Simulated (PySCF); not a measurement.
Q: What does the GFN2-xTB structure of `N#CC(F)(F)/C=N\[SiH3]` look like in three dimensions?

A: 
```
atom  x, y, z in Å
N1    -1.8553    2.0655   -0.7436
C2    -1.6815    1.0481   -0.2568
C3    -1.3981   -0.2709    0.3049
F4    -2.5341   -1.0132    0.3857
F5    -0.9267   -0.1571    1.5760
C6    -0.3713   -0.9831   -0.6000
N7     0.8434   -0.7654   -0.6222
Si8    1.9612    0.2876    0.1818
H9    -0.8350   -1.7308   -1.2431
H10    2.5858    0.9233   -0.9728
H11    1.4067    1.2808    1.1012
H12    2.8059   -0.6855    0.8627
```

Any rigid rotation of these coordinates is as good. Atoms count from 1 in this order. The C–C distances run from 1.461 Å (C2–C3, drawn single) to 1.543 Å (C3–C6, drawn single), a spread of 0.082 Å. Si8 (SiH3 silicon) is distorted tetrahedral (angles from 100.0° to 117.4°). Of the pairs four or more bonds apart, F5···Si8 is among the closest relative to their van der Waals radii: 3.24 Å, 91 % of the sum of Bondi's values. The 2 C–N bonds span 1.141 Å (N1≡C2, drawn triple) to 1.234 Å (C6=N7, drawn double), a spread of 0.093 Å.

Bonds between heavy atoms (Å): N1≡C2 1.141, C2–C3 1.461, C3–F4 1.360, C3–F5 1.360, C3–C6 1.543, C6=N7 1.234, N7–Si8 1.733.

The geometry is computed with GFN2-xTB (gas phase).

Point group: C1 (no symmetry element, even within 0.4 Å). Stationary, but not proved a minimum. The numbers are those of one conformer (C2–C3–C6–N7 78°).
